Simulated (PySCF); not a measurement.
## H₂MoN + H₂O → HMoO + NH₃

Level: PBE0 in the def2-TZVP basis family, computed in PySCF with density fitting; scalar-relativistic core potentials for atoms from Rb on, none lighter, no spin–orbit coupling; open shells unrestricted.

```csv
species,state and structure,E (Eh),ZPE (kJ/mol),H(298 K) − H(0) (kJ/mol),S° (J/(mol K))
H₂MoN,"doublet, Cs, Mo–H 1.700 Å (×2), Mo–N 1.613 Å; H–Mo–H 103.5°, H–Mo–N 98.2° (×2)",-124.03004,40.5,11.3,265.2
H₂O,"singlet, C2v, O–H 0.960 Å (×2); H–O–H 105.1°",-76.37736,56.5,9.9,188.7
HMoO,"quartet, Cs, Mo–H 1.736 Å, Mo–O 1.664 Å; H–Mo–O 119.1°",-143.92045,20.4,10.5,264.6
NH₃,"singlet, C3v, N–H 1.013 Å (×3); H–N–H 107.1° (×3)",-56.51312,90.6,10.0,192.4
```

**Question.** What is the electronic reaction energy?

**Answer.** At PBE0/def2-TZVP, ΔE = -68.7 kJ/mol from the differences of the total energies times 2625.5, downhill. 

**Question.** Add zero-point, thermal and entropy terms for 298.15 K and 1 bar.

**Answer.** ΔZPE = 14.0 and Δ[H(298) − H(0)] = -0.7 kJ/mol give ΔH° = -55.4 kJ/mol. ΔS° = 3.1 J/(mol K), so ΔG° = -55.4 − 298.15 × (0.0031) = -56 kJ/mol and log₁₀K = 9.9.

Open d or f shells are single determinants, so the state found may not be the ground state. The structures come from searches over a few start shapes, so lower isomers are not excluded.
